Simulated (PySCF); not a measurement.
**C2H5BO4**

The system: C2H5BO4, a carbene (divalent C1, bonded to 2 O); neutral, singlet. The structure, one conformer, was relaxed in the gas phase by PBE0-D3(BJ)/def2-SVP. No frequency run checks that it is a minimum.

SMILES: CO[C]OB(O)O

```
atom   x (Å)   y (Å)   z (Å)
  C1  -0.957  -0.659  -0.485
  O2  -0.084   0.229  -0.011
  B3  -0.420   1.588  -0.149
  O4  -0.653   2.334   0.957
  O5  -0.419   2.127  -1.382
  O6  -0.468  -1.860  -0.363
  C7   0.843  -2.107   0.165
  H8  -0.652   1.810   1.764
  H9  -0.657   3.060  -1.367
 H10   0.904  -1.793   1.216
 H11   1.604  -1.567  -0.413
 H12   0.998  -3.189   0.084
```

Shieldings: GIAO PBE0/pcSseg-1. Shifts are against computed references at the same level: C TMS (σ 184.4 ppm), H TMS (σ 31.27 ppm). Core levels by delta-SCF with SCAN, pcX-2 on the ionised atom and pcseg-1 elsewhere, spin-free X2C; from the vacuum level, for chosen atoms.

Task: Give the shieldings and core levels atom by atom.

Result: 
```csv
atoms,bonded to,σ (ppm),δ (ppm),core level (eV)
C1,2 O,-120.3,304.7,1s 293.50
O2,1 B + 1 C,-10.0,-,1s 539.39
B3,3 O,79.0,-,1s 198.85
O4,1 B + 1 H,231.7,-,1s 539.72
O5,1 B + 1 H,234.0,-,-
O6,2 C,62.2,-,1s 539.70
C7,1 O + 3 H,135.7,48.7,-
H8,1 O,27.67,3.60,-
H9,1 O,27.41,3.85,-
H10 H11 H12,1 C,27.59,3.67,-
```

Values are those of this one static structure, with the three H of a rotating XH3 group averaged; atoms that internal rotation interchanges would show their mean in an NMR spectrum.

The core-hole states of C1, B3 are spin-contaminated (⟨S²⟩ 0.81, 0.83 against 0.75 for a pure doublet), so those values and differences from them are less sure.

Task: Which of O2, O4, O6 holds its core electrons tightest, and by how much against the loosest?

Result: O4 (bonded to 1 B + 1 H), by 0.33 eV over O2 (bonded to 1 B + 1 C).

Task: By CAM-B3LYP/def2-SVPD (TDDFT singlets, Tamm-Dancoff triplets, ionisation by delta-SCF), where does absorption start, and what does vertical ionisation take?

Result: The lowest singlet lies at 4.70 eV (f 0.022), the strongest of the first 6 at 6.09 eV (f 0.022), the lowest triplet at 2.80 eV; vertical ionisation takes 9.14 eV.

The 3 runs behind this took 88 s in all, one thread each of AMD EPYC 7R43 64-Core on a shared host, launched as `OMP_NUM_THREADS=1 python cluster_run.py task.json out`.
